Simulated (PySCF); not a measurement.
Field gradients from PBE0/pcSseg-1 densities (PySCF, non-relativistic) at GFN2-xTB geometries, isolated species, one conformer each; χzz is the principal value of largest magnitude, with Q(14N) = 0.02044 b, Q(17O) = −0.0256 b. Where η is near 1, a small change in the tensor can flip the sign of χzz. GFN2-xTB bond lengths can be off by several hundredths of an ångström, more for odd bonds, and the gradients follow them. A larger basis could move these couplings by a tenth or more.

(1) Rank these 14N sites by the size of the quadrupole coupling, smallest first.
A. The silicon-bound nitrogen of `CN[Si@H]1CCOC(=O)C1`
B. N8 (secondary amine nitrogen) in `[CH:1]#[C:2][C@@H:3]([C:4]#[N:5])[CH2:6][CH2:7][NH:8][CH3:9]`
C. The silicon-bound nitrogen of `C[C@@H]1CN[SiH2][C@H]1OC=O`
D. N3 (hydrazine nitrogen) in `[CH3:1][NH:2][NH:3][c:4]1[cH:5][cH:6][cH:7][cH:8][cH:9]1`
E. The amide nitrogen of `C[Si@H](C#CC(N)=O)[SiH2][SiH3]`
F. The imine nitrogen of `[H]/N=C/C(C)(C)[SiH2]OC=O`

(2) These 17O couplings (χzz in MHz, η) are listed in rising order: (-12.19, 0.93); (-10.67, 0.38); (-10.22, 0.44); (-8.945, 0.16); (9.757, 0.25). Assign them to: O9 (carbonyl oxygen) in `[H]/[N:5]=[CH:4]/[C:2]([CH3:1])([CH3:3])[SiH2:6][O:7][CH:8]=[O:9]`; the silyl ether oxygen of `C=C1C=CO[Si@@H]1N([SiH3])[SiH3]`; O6 (ester single-bonded oxygen) in `[CH3:1][NH:2][Si@H:3]1[CH2:4][CH2:5][O:6][C:7](=[O:8])[CH2:9]1`; the silyl ether oxygen of `CO[Si@@H]1C[C@@H](C#N)[SiH2][SiH2]1`; the ether oxygen of `FC(F)(F)CO[C@@H]1C[C@H]1Cl`.

Answers

(1) F (4.258 MHz), E (4.649 MHz), A (4.886 MHz), C (5.169 MHz), B (5.821 MHz), D (6.628 MHz).

(2) -12.19 MHz, η 0.93: the ether oxygen of `FC(F)(F)CO[C@@H]1C[C@H]1Cl`; -10.67 MHz, η 0.38: O6 (ester single-bonded oxygen) in `[CH3:1][NH:2][Si@H:3]1[CH2:4][CH2:5][O:6][C:7](=[O:8])[CH2:9]1`; -10.22 MHz, η 0.44: the silyl ether oxygen of `CO[Si@@H]1C[C@@H](C#N)[SiH2][SiH2]1`; -8.945 MHz, η 0.16: the silyl ether oxygen of `C=C1C=CO[Si@@H]1N([SiH3])[SiH3]`; 9.757 MHz, η 0.25: O9 (carbonyl oxygen) in `[H]/[N:5]=[CH:4]/[C:2]([CH3:1])([CH3:3])[SiH2:6][O:7][CH:8]=[O:9]`.

All sites together:

```
nucleus                                                                                               site  Vzz (au)     η  χzz (MHz)
    14N                                                    the imine nitrogen of [H]/N=C/C(C)(C)[SiH2]OC=O    -0.887  0.32     -4.258
    14N                                                  the silicon-bound nitrogen of CN[Si@H]1CCOC(=O)C1    -1.017  0.38     -4.886
    14N                                               the amide nitrogen of C[Si@H](C#CC(N)=O)[SiH2][SiH3]    -0.968  0.06     -4.649
    14N                N3 (hydrazine nitrogen) in [CH3:1][NH:2][NH:3][c:4]1[cH:5][cH:6][cH:7][cH:8][cH:9]1    -1.380  0.37     -6.628
    14N      N8 (secondary amine nitrogen) in [CH:1]#[C:2][C@@H:3]([C:4]#[N:5])[CH2:6][CH2:7][NH:8][CH3:9]    -1.212  0.08     -5.821
    14N                                           the silicon-bound nitrogen of C[C@@H]1CN[SiH2][C@H]1OC=O    -1.076  0.42     -5.169
    17O          O9 (carbonyl oxygen) in [H]/[N:5]=[CH:4]/[C:2]([CH3:1])([CH3:3])[SiH2:6][O:7][CH:8]=[O:9]    -1.622  0.25      9.757
    17O                                          the silyl ether oxygen of C=C1C=CO[Si@@H]1N([SiH3])[SiH3]     1.487  0.16     -8.945
    17O  O6 (ester single-bonded oxygen) in [CH3:1][NH:2][Si@H:3]1[CH2:4][CH2:5][O:6][C:7](=[O:8])[CH2:9]1     1.774  0.38     -10.67
    17O                                      the silyl ether oxygen of CO[Si@@H]1C[C@@H](C#N)[SiH2][SiH2]1     1.699  0.44     -10.22
    17O                                                     the ether oxygen of FC(F)(F)CO[C@@H]1C[C@H]1Cl     2.027  0.93     -12.19
```
